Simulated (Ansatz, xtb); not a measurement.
**Relaxing a trial structure of CH7GeOSi+**

The starting geometry of this gas-phase singlet was built from a drawn formula by distance geometry and a force field; its bonds are those of `[OH][GeH2][CH2][SiH2+]`.

```yaml
atoms:
  - { symbol: C, position_ang: [0.4453, 1.1647, -0.3819] }
  - { symbol: Ge, position_ang: [-1.1266, 0.5484, -1.3414] }
  - { symbol: O, position_ang: [-2.1134, -0.4762, -0.2456] }
  - { symbol: Si, position_ang: [-0.1155, 2.1917, 1.0664] }
  - { symbol: H, position_ang: [-1.5110, -1.2046, 0.0546] }
  - { symbol: H, position_ang: [-0.7012, -0.2669, -2.5600] }
  - { symbol: H, position_ang: [-1.9486, 1.7660, -1.7716] }
  - { symbol: H, position_ang: [1.0556, 0.2423, -0.0545] }
  - { symbol: H, position_ang: [1.1041, 1.7754, -1.0671] }
  - { symbol: H, position_ang: [0.3799, 3.5721, 1.2218] }
  - { symbol: H, position_ang: [-0.9035, 1.5701, 2.1082] }
```

Q: Where would you expect an optimisation with r2SCAN-D4/def2-SVP to take it?

A: It rearranges to `[CH2]1[SiH2][OH+][GeH2]1`. Contacts that close: O3–Si4 (3.58 → 1.79 Å).

The energy falls by 2.47 eV over 19 steps:

| step | E − E(last) (eV) |
| --- | --- |
| 1 | 2.467 |
| 3 | 2.143 |
| 5 | 1.943 |
| 7 | 1.825 |
| 9 | 1.437 |
| 11 | 0.586 |
| 13 | 0.088 |
| 15 | 0.022 |
| 17 | 0.001 |
| 19 | 0.000 |

Final geometry (Å):

```xyz
11

C     0.6456    1.3498   -0.5564
Ge   -0.7492    0.4904   -1.6113
O    -1.7081    0.6181    0.1072
Si   -0.3850    1.4163    1.0151
H    -2.6008    0.3548    0.3909
H    -0.6629   -1.0056   -1.8820
H    -1.5827    1.3331   -2.5676
H     1.5523    0.7294   -0.4754
H     0.9256    2.3377   -0.9554
H    -0.8760    2.7440    1.4435
H     0.0064    0.5150    2.1203
```

From the same start GFN2-xTB reaches the same bonding as this run.

No frequencies were run, so the end isn't proven a minimum. Run with Ansatz 0.2.0, 78 s on 2 threads of Intel(R) Xeon(R) Platinum 8259CL CPU @ 2.50GHz (Skylake/Cascade Lake) (shared host).
